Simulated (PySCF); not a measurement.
C8H6N2Se, SMILES c1c[se]c(-c2cncnc2)c1.

Coordinates come from a B3LYP-D3(BJ)/def2-SVP optimisation. The structure was generated by enumeration, and PubChem lists no compound with its InChIKey, so it may never have been made. One conformer was computed; it need not be the lowest.

Vertical ionisation energy (IE) and electron affinity (EA) in eV. Rows of orbital energies are one-electron estimates. Where ΔSCF, EOM or ADC give a negative EA the extra electron is unbound and the value depends on the basis.

```
level                                                IE          EA
-------------------------------------------  ----------  ----------
−ε(HOMO), −ε(LUMO), M06-2X/def2-SVP (PySCF)  (withheld)  (withheld)
−ε(HOMO), −ε(LUMO), PBE/def2-SVP (PySCF)           5.60        2.52
```

**Question.** Some entries are withheld; supply them. (The exact figures need the calculation; the answer reports its results.)

**Answer.** 
- −ε(HOMO), −ε(LUMO), M06-2X/def2-SVP (PySCF), IE: 7.74
- −ε(HOMO), −ε(LUMO), M06-2X/def2-SVP (PySCF), EA: 1.01
